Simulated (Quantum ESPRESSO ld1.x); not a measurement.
Question: Ionisation ladder of nitrogen, from N I to N VII. Each ion is in the ground configuration listed by NIST, and IE = E(next ion) - E(this ion), with E = 0 for the bare nucleus. Calculated with ld1.x of Quantum ESPRESSO 7.5: scalar-relativistic Kohn-Sham, PBEsol, spin-unpolarised, spherical densities, point nucleus.

| species | configuration | IE, Delta-SCF (eV) | <r> HOMO (bohr) |
|---|---|---|---|
| N I | [He] 2s2 2p3 | 13.521 | 1.48 |
| N II | [He] 2s2 2p2 | ? | 1.28 |
| N III | [He] 2s2 2p1 | ? | 1.14 |
| N IV | [He] 2s2 | 77.517 | 1.11 |
| N V | [He] 2s1 | 96.525 | 1.06 |
| N VI | [He] | 558.71 | 0.228 |
| N VII | 1s1 | ? | 0.217 |

Estimate the withheld Delta-SCF values.

Answer: N II: 28.737 eV (NIST 29.601); N III: 46.885 eV (NIST 47.445); N VII: 654.10 eV (NIST 667.05).

Beside tabulated values, note that spin-unpolarised runs miss the spin-polarisation part of the exchange energy of open shells.
